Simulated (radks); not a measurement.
The numbers below are computed, except where a source is named.
Task: Ionisation of Ti, [Ar] 3d2 4s2, to Ti+, [Ar] 3d2 4s1, under several functionals. Scalar-relativistic Kohn-Sham, spin-polarised, spherical densities, finite nucleus; open shells are filled with parallel spins first; a radial shooting solver on a logarithmic mesh with Libxc functionals. The NIST Atomic Spectra Database gives 6.828 eV (measured). Rank these functionals by the error of their Delta-SCF ionisation energy: revPBE; PW91; exchange-only r2SCAN; exchange-only B88; PBE; MS2 meta-GGA; TASK exchange with Perdew-Wang LDA correlation.

Result: From best to worst: PW91 6.739 eV (-0.089); PBE 6.705 eV (-0.123); revPBE 6.628 eV (-0.200); MS2 meta-GGA 6.562 eV (-0.267); TASK exchange with Perdew-Wang LDA correlation 5.908 eV (-0.920); exchange-only B88 5.810 eV (-1.018); exchange-only r2SCAN 5.472 eV (-1.356). Open shells are spherical and high-spin; term and fine-structure splittings are not resolved.
